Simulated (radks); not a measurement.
Values are calculated unless marked as measured or tabulated.
Isoelectronic series with 43 electrons, each ion in its NIST ground configuration. Level of theory: scalar-relativistic Kohn-Sham, PBE, spin-polarised, spherical densities, point nucleus; open shells are filled with parallel spins first (spin-orbit coupling, left out, can overturn this in heavy ions) (a radial shooting solver on a logarithmic mesh with Libxc functionals). Total energies (hartree) and orbital eigenvalues (eV) (* marks an orbital that is empty in some or all of the ions):

[
 {"ion": "In6+", "configuration": "[Kr] 4d7", "E (hartree)": "-5871.55324", "5p up*": "-60.8059", "5s down*": "-71.4070", "5s up*": "-72.8163", "4d down": "-101.2445", "4d up": "-104.2332", "4p down": "-164.1945"},
 {"ion": "Sb8+", "configuration": "[Kr] 4d7", "E (hartree)": "-6462.74049", "5p up*": "-92.3258", "5s down*": "-105.8860", "5s up*": "-107.4281", "4d down": "-152.0829", "4d up": "-155.4206", "4p down": "-224.0081"},
 {"ion": "I10+", "configuration": "[Kr] 4d7", "E (hartree)": "-7085.63237", "5p up*": "-128.8910", "5s down*": "-145.5400", "5s up*": "-147.2120", "4d down": "-210.5716", "4d up": "-214.2458", "4p down": "-291.6385"},
 {"ion": "Cs12+", "configuration": "[Kr] 4d7", "E (hartree)": "-7740.5648", "5p up*": "-170.3656", "5s down*": "-190.2660", "5s up*": "-192.0665", "4d down": "-276.4951", "4d up": "-280.4974", "4p down": "-366.8987"},
 {"ion": "La14+", "configuration": "[Kr] 4d7", "E (hartree)": "-8427.9108", "5p up*": "-216.6682", "5s down*": "-240.0132", "5s up*": "-241.9415", "4d down": "-349.7199", "4d up": "-354.0445", "4p down": "-449.6869"},
 {"ion": "Pr16+", "configuration": "[Kr] 4d7", "E (hartree)": "-9148.0783", "5p up*": "-267.7493", "5s down*": "-294.7627", "5s up*": "-296.8188", "4d down": "-430.1587", "4d up": "-434.8016", "4p down": "-539.9493"},
 {"ion": "Pm18+", "configuration": "[Kr] 4d7", "E (hartree)": "-9901.5093", "5p up*": "-323.5796", "5s down*": "-354.5170", "5s up*": "-356.7013", "4d down": "-517.7531", "4d up": "-522.7112", "4p down": "-637.6612"},
 {"ion": "Eu20+", "configuration": "[Kr] 4d7", "E (hartree)": "-10688.6813", "5p up*": "-384.1442", "5s down*": "-419.2945", "5s up*": "-421.6076", "4d down": "-612.4633", "4d up": "-617.7343", "4p down": "-742.8180"},
 {"ion": "Tb22+", "configuration": "[Kr] 4d7", "E (hartree)": "-11510.1078", "5p up*": "-449.4377", "5s down*": "-489.1258", "5s up*": "-491.5687", "4d down": "-714.2627", "4d up": "-719.8450", "4p down": "-855.4289"},
 {"ion": "Ho24+", "configuration": "[Kr] 4d7", "E (hartree)": "-12366.3413", "5p up*": "-519.4627", "5s down*": "-564.0524", "5s up*": "-566.6263", "4d down": "-823.1344", "4d up": "-829.0267", "4p down": "-975.5140"},
 {"ion": "Tm26+", "configuration": "[Kr] 4d7", "E (hartree)": "-13257.9751", "5p up*": "-594.2276", "5s down*": "-644.1248", "5s up*": "-646.8311", "4d down": "-939.0687", "4d up": "-945.2701", "4p down": "-1103.102"},
 {"ion": "Lu28+", "configuration": "[Kr] 4d7", "E (hartree)": "-14185.6471", "5p up*": "-673.7455", "5s down*": "-729.4023", "5s up*": "-732.2426", "4d down": "-1062.061", "4d up": "-1068.571", "4p down": "-1238.227"},
 {"ion": "Ta30+", "configuration": "[Kr] 4d7", "E (hartree)": "-15150.0430", "5p up*": "-758.0337", "5s down*": "-819.9526", "5s up*": "-822.9287", "4d down": "-1192.113", "4d up": "-1198.931", "4p down": "-1380.932"},
 {"ion": "Re32+", "configuration": "[Kr] 4d7", "E (hartree)": "-16151.9005", "5p up*": "-847.1130", "5s down*": "-915.8515", "5s up*": "-918.9654", "4d down": "-1329.227", "4d up": "-1336.353", "4p down": "-1531.263"},
 {"ion": "Ir34+", "configuration": "[Kr] 4d7", "E (hartree)": "-17192.0146", "5p up*": "-941.0072", "5s down*": "-1017.184", "5s up*": "-1020.437", "4d down": "-1473.412", "4d up": "-1480.845", "4p down": "-1689.271"},
 {"ion": "Au36+", "configuration": "[Kr] 4d7", "E (hartree)": "-18271.2432", "5p up*": "-1039.743", "5s down*": "-1124.042", "5s up*": "-1127.438", "4d down": "-1624.676", "4d up": "-1632.417", "4p down": "-1855.013"},
 {"ion": "Tl38+", "configuration": "[Kr] 4d7", "E (hartree)": "-19390.5137", "5p up*": "-1143.349", "5s down*": "-1236.530", "5s up*": "-1240.071", "4d down": "-1783.031", "4d up": "-1791.081", "4p down": "-2028.547"}
]
